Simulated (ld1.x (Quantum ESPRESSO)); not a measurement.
# Pseudopotential generation for In (Z = 49): TM, PBE, scalar-relativistic.

The input file (ld1.x (Quantum ESPRESSO) 7.5):

```
&input
   title='In', zed=49., rel=1, dft='PBE', iswitch=3,
   config='[Kr] 4d10 5s2 5p1',
   nld=3, rlderiv=3.30, eminld=-3.0, emaxld=5.0, deld=0.02
 /
 &inputp
   pseudotype=2, tm=.true., lloc=-1, rcloc=2.35,
   nlcc=.true., new_core_ps=.true., rcore=0.75,
   file_pseudopw='In.UPF', file_wfcaegen='ae.wfc', file_wfcncgen='nc.wfc', file_beta='beta', file_chi='chi'
 /
3
5S  1  0   2.00   0.00  1.55  1.55  0.0
5P  2  1   1.00   0.00  3.05  3.05  0.0
4D  3  2  10.00   0.00  1.70  1.70  0.0
 &test
   configts(1)='4d10 5s2 5p1'
 /
```

Command:

```bash
ld1.x < In.in > In.out
```

The program printed (shortened: banner, matrices, multipoles, cross overlaps and the repeated all-electron block are left out):

```
Program LD1 v.7.5
     --------------------------- All-electron run ----------------------------

     In
     scalar relativistic calculation

     atomic number is 49.00
     dft =PBE   lsd =0 sic =0 latt =0  beta=0.20 tr2=1.0E-14
     Exchange-correlation= PBE
                           (   1   4   3   4   0   0   0)
     mesh =1241 r(mesh) = 100.30140 a.u. xmin = -7.00 dx = 0.01250
     1 Ry =  13.60569312 eV, c = 137.03599908

     n l     nl                  e(Ry)          e(Ha)          e(eV)
     1 0     1S 1( 2.00)     -2039.9100     -1019.9550    -27754.3892
     2 0     2S 1( 2.00)      -305.4337      -152.7169     -4155.6374
     2 1     2P 1( 6.00)      -274.1375      -137.0687     -3729.8300
     3 0     3S 1( 2.00)       -57.9587       -28.9793      -788.5681
     3 1     3P 1( 6.00)       -47.7106       -23.8553      -649.1352
     4 0     4S 1( 2.00)        -8.7948        -4.3974      -119.6592
     4 1     4P 1( 6.00)        -5.7424        -2.8712       -78.1300
     3 2     3D 1(10.00)       -31.8038       -15.9019      -432.7123
     4 2     4D 1(10.00)        -1.3688        -0.6844       -18.6233
     5 0     5S 1( 2.00)        -0.6035        -0.3017        -8.2110
     5 1     5P 1( 1.00)        -0.1851        -0.0926        -2.5185

     final scf error:  6.5E-15 reached in  26 iterations

     Etot =  -11763.278081 Ry,   -5881.639040 Ha, -160047.551690 eV

     Ekin =   12261.098761 Ry,    6130.549381 Ha,  166820.747093 eV
     Encl =  -28443.021702 Ry,  -14221.510851 Ha, -386987.024767 eV
     Eh   =    4737.642377 Ry,    2368.821188 Ha,   64458.908302 eV
     Exc  =    -318.997517 Ry,    -159.498758 Ha,   -4340.182318 eV

     normalization and overlap integrals

     s(1S/1S) =  1.000000  <r> =   0.0297  <r2> =    0.0012  r(max) =   0.0192
     s(2S/2S) =  1.000000  <r> =   0.1285  <r2> =    0.0195  r(max) =   0.1090
     s(2P/2P) =  1.000000  <r> =   0.1122  <r2> =    0.0154  r(max) =   0.0870
     s(3S/3S) =  1.000000  <r> =   0.3486  <r2> =    0.1390  r(max) =   0.3153
     s(3P/3P) =  1.000000  <r> =   0.3471  <r2> =    0.1399  r(max) =   0.3075
     s(4S/4S) =  1.000000  <r> =   0.8480  <r2> =    0.8143  r(max) =   0.7658
     s(4P/4P) =  1.000000  <r> =   0.9218  <r2> =    0.9725  r(max) =   0.8152
     s(3D/3D) =  1.000000  <r> =   0.3243  <r2> =    0.1250  r(max) =   0.2581
     s(4D/4D) =  1.000000  <r> =   1.1828  <r2> =    1.6828  r(max) =   0.9354
     s(5S/5S) =  1.000000  <r> =   2.6097  <r2> =    7.8334  r(max) =   2.1612
     s(5P/5P) =  1.000000  <r> =   3.7447  <r2> =   16.6771  r(max) =   2.8453

     ------------------------ End of All-electron run ------------------------

     --------------------- Generating NC pseudopotential ---------------------

      Generating local potential from pseudized AE potential:
      Matching radius rcloc =   2.3500

      Local pseudo, rcloc= 2.359 Estimated cut-off energy=     4.44 Ry

      Computing core charge for nlcc:

       r > 0.76 : true rho core
      Core charge pseudized with two Bessel functions
      Integrated core pseudo-charge :  11.66

      Wfc   5S  rcut= 1.542  Using Troullier-Martins method

      Wfc   5P  rcut= 3.029  Using Troullier-Martins method

      Wfc   4D  rcut= 1.704  Using Troullier-Martins method

     ------------------- End of pseudopotential generation -------------------

     Computing logarithmic derivative in   3.28527
     Computing logarithmic derivative in   3.28527
     Computing the partial wave expansion
     R is outside the sphere for l=    0 j= 0.00
     R is outside the sphere for l=    1 j= 0.00
     R is outside the sphere for l=    2 j= 0.00

     ---------------------- Testing the pseudopotential ----------------------

     In
     scalar relativistic calculation

     atomic number is 49.00   valence charge is 13.00
     dft =PBE   lsd =0 sic =0 latt =0  beta=0.20 tr2=1.0E-14
     mesh =1241 r(mesh) = 100.30140 xmin = -7.00 dx = 0.01250

     n l     nl             e AE (Ry)        e PS (Ry)    De AE-PS (Ry)
     3 2     4D   1(10.00)       -1.36879       -1.36879        0.00001
     1 0     5S   1( 2.00)       -0.60349       -0.60349       -0.00001
     2 1     5P   1( 1.00)       -0.18511       -0.18511        0.00000

     eps = 2.1E-16  iter =  6

     Etot =  -11763.278081 Ry,   -5881.639040 Ha, -160047.551690 eV
     Etotps =  -137.843384 Ry,     -68.921692 Ha,   -1875.454784 eV

     Ekin =      87.971478 Ry,      43.985739 Ha,    1196.912931 eV
     Encl =    -225.107516 Ry,    -112.553758 Ha,   -3062.743781 eV
     Ehrt =     101.980006 Ry,      50.990003 Ha,    1387.508662 eV
     Ecxc =     -44.168274 Ry,     -22.084137 Ha,    -600.939978 eV
     (Ecc =     -23.240902 Ry,     -11.620451 Ha,    -316.208582 eV)
     Epseu=     -58.519078 Ry,     -29.259539 Ha,    -796.192618 eV

     ---------------------- End of pseudopotential test ----------------------
```

Generation and configuration tests took about 1.9 s on one core of a shared server CPU.

Transferability test of the new file with ld1.x, input:

```
&input
   title='In', zed=49., rel=1, dft='PBE', iswitch=2,
   config='[Kr] 4d10 5s2 5p1'
 /
 &test
   file_pseudo='In.UPF', nconf=8,
   configts(1)='4d10 5s2 5p1',
   configts(2)='4d10 5s2 5p0',
   configts(3)='4d10 5s1 5p0',
   configts(4)='4d10 5s0 5p0',
   configts(5)='4d10 5s2 5p0.5',
   configts(6)='4d10 5s0 5p3',
   configts(7)='4d10 5s1 5p1',
   configts(8)='4d10 5s1 5p2'
 /
```

```bash
ld1.x < In.test.in > In.test.out
```

Pseudopotential blocks of its output, shortened (energy terms left out):

```
     ---------------------- Testing the pseudopotential ----------------------

     n l     nl             e AE (Ry)        e PS (Ry)    De AE-PS (Ry)
     3 2     4D   1(10.00)       -1.36879       -1.36879        0.00001
     1 0     5S   1( 2.00)       -0.60349       -0.60349       -0.00001
     2 1     5P   1( 1.00)       -0.18511       -0.18511        0.00000

     eps = 5.5E-16  iter =  6

     Etot =  -11763.278081 Ry,   -5881.639040 Ha, -160047.551690 eV
     Etotps =  -137.843384 Ry,     -68.921692 Ha,   -1875.454784 eV

     ---------------------- End of pseudopotential test ----------------------

          ---------------------- Testing the pseudopotential ----------------------

     n l     nl             e AE (Ry)        e PS (Ry)    De AE-PS (Ry)
     3 2     4D   1(10.00)       -1.91631       -1.91224       -0.00407
     1 0     5S   1( 2.00)       -1.09694       -1.09689       -0.00006
     2 1     5P   1( 0.00)       -0.61969       -0.62013        0.00043

     eps = 9.7E-15  iter = 11

     Etot =  -11762.883901 Ry,   -5881.441951 Ha, -160042.188603 eV
     Etotps =  -137.448997 Ry,     -68.724499 Ha,   -1870.088876 eV
     dEtot_ae =       0.394180 Ry
     dEtot_ps =       0.394387 Ry,   Delta E=      -0.000207 Ry

     ---------------------- End of pseudopotential test ----------------------

          ---------------------- Testing the pseudopotential ----------------------

     n l     nl             e AE (Ry)        e PS (Ry)    De AE-PS (Ry)
     3 2     4D   1(10.00)       -2.68486       -2.67848       -0.00638  !
     1 0     5S   1( 1.00)       -1.73982       -1.74024        0.00042
     2 1     5P   1( 0.00)       -1.19185       -1.19397        0.00212

     eps = 7.2E-15  iter = 16

     Etot =  -11761.470178 Ry,   -5880.735089 Ha, -160022.953921 eV
     Etotps =  -136.035068 Ry,     -68.017534 Ha,   -1850.851394 eV
     dEtot_ae =       1.807903 Ry
     dEtot_ps =       1.808316 Ry,   Delta E=      -0.000413 Ry

     ---------------------- End of pseudopotential test ----------------------

          ---------------------- Testing the pseudopotential ----------------------

     n l     nl             e AE (Ry)        e PS (Ry)    De AE-PS (Ry)
     3 2     4D   1(10.00)       -3.51966       -3.52129        0.00163
     1 0     5S   1( 0.00)       -2.43012       -2.43713        0.00701  !
     2 1     5P   1( 0.00)       -1.81351       -1.82264        0.00913  !

     eps = 7.3E-16  iter =  7

     Etot =  -11759.388675 Ry,   -5879.694338 Ha, -159994.633626 eV
     Etotps =  -133.950393 Ry,     -66.975197 Ha,   -1822.487942 eV
     dEtot_ae =       3.889406 Ry
     dEtot_ps =       3.892991 Ry,   Delta E=      -0.003585 Ry

     ---------------------- End of pseudopotential test ----------------------

          ---------------------- Testing the pseudopotential ----------------------

     n l     nl             e AE (Ry)        e PS (Ry)    De AE-PS (Ry)
     3 2     4D   1(10.00)       -1.62509       -1.62326       -0.00182
     1 0     5S   1( 2.00)       -0.83741       -0.83728       -0.00014
     2 1     5P   1( 0.50)       -0.39025       -0.39030        0.00005

     eps = 9.5E-15  iter =  8

     Etot =  -11763.135469 Ry,   -5881.567734 Ha, -160045.611355 eV
     Etotps =  -137.700727 Ry,     -68.850363 Ha,   -1873.513831 eV
     dEtot_ae =       0.142612 Ry
     dEtot_ps =       0.142657 Ry,   Delta E=      -0.000045 Ry

     ---------------------- End of pseudopotential test ----------------------

          ---------------------- Testing the pseudopotential ----------------------

     n l     nl             e AE (Ry)        e PS (Ry)    De AE-PS (Ry)
     3 2     4D   1(10.00)       -1.59542       -1.60003        0.00462
     1 0     5S   1( 0.00)       -0.73951       -0.73890       -0.00060
     2 1     5P   1( 3.00)       -0.28182       -0.28123       -0.00059

     eps = 1.1E-15  iter = 10

     Etot =  -11762.399986 Ry,   -5881.199993 Ha, -160035.604596 eV
     Etotps =  -136.965459 Ry,     -68.482730 Ha,   -1863.510006 eV
     dEtot_ae =       0.878095 Ry
     dEtot_ps =       0.877925 Ry,   Delta E=       0.000170 Ry

     ---------------------- End of pseudopotential test ----------------------

          ---------------------- Testing the pseudopotential ----------------------

     n l     nl             e AE (Ry)        e PS (Ry)    De AE-PS (Ry)
     3 2     4D   1(10.00)       -2.03142       -2.02872       -0.00270
     1 0     5S   1( 1.00)       -1.16920       -1.16823       -0.00097
     2 1     5P   1( 1.00)       -0.67724       -0.67694       -0.00030

     eps = 4.9E-15  iter =  7

     Etot =  -11762.399329 Ry,   -5881.199664 Ha, -160035.595654 eV
     Etotps =  -136.964989 Ry,     -68.482494 Ha,   -1863.503606 eV
     dEtot_ae =       0.878752 Ry
     dEtot_ps =       0.878395 Ry,   Delta E=       0.000357 Ry

     ---------------------- End of pseudopotential test ----------------------

          ---------------------- Testing the pseudopotential ----------------------

     n l     nl             e AE (Ry)        e PS (Ry)    De AE-PS (Ry)
     3 2     4D   1(10.00)       -1.48767       -1.48895        0.00128
     1 0     5S   1( 1.00)       -0.67620       -0.67570       -0.00049
     2 1     5P   1( 2.00)       -0.23658       -0.23628       -0.00030

     eps = 7.0E-15  iter =  9

     Etot =  -11762.848787 Ry,   -5881.424393 Ha, -160041.710847 eV
     Etotps =  -137.414160 Ry,     -68.707080 Ha,   -1869.614895 eV
     dEtot_ae =       0.429294 Ry
     dEtot_ps =       0.429224 Ry,   Delta E=       0.000070 Ry

     ---------------------- End of pseudopotential test ----------------------
```
